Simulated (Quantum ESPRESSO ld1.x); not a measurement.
Values are calculated unless marked as measured or tabulated.
These are the eigenvalues of the occupied orbitals of an atom or ion with whole-number occupations (eV). Level of theory: Dirac Kohn-Sham, PBE, spin-unpolarised, spherical densities, point nucleus (ld1.x of Quantum ESPRESSO 7.5).

| orbital | eigenvalue |
|---|---|
| 1s1/2 | -45085.7 |
| 2s1/2 | -7414.66 |
| 2p1/2 | -7026.48 |
| 2p3/2 | -6466.27 |
| 3s1/2 | -1699.61 |
| 3p1/2 | -1533.32 |
| 3p3/2 | -1420.67 |
| 3d3/2 | -1131.87 |
| 3d5/2 | -1107.47 |
| 4s1/2 | -420.179 |
| 4p1/2 | -356.709 |
| 4p3/2 | -331.755 |
| 4d3/2 | -227.098 |
| 4d5/2 | -222.585 |
| 5s1/2 | -130.082 |
| 5p1/2 | -110.247 |
| 5p3/2 | -105.428 |
| 4f5/2 | -100.363 |
| 4f7/2 | -99.7357 |

Which element is it, and in what charge state? The configuration may be excited. Open shells, if any, are shared by 2j + 1.

Answer. Z = 61, promethium, charge +7: Pm7+ in [Kr] 4d10 4f3 5s2 5p3. The list shows which subshells hold electrons but not how many an open one holds; the 1s level, -1656.9 hartree, gives Z - s = 57.6 by -(Z - s)^2/2, which with screening and relativity narrows Z to a few neighbours, and the depths of the outer levels then fix element, charge and occupations together.
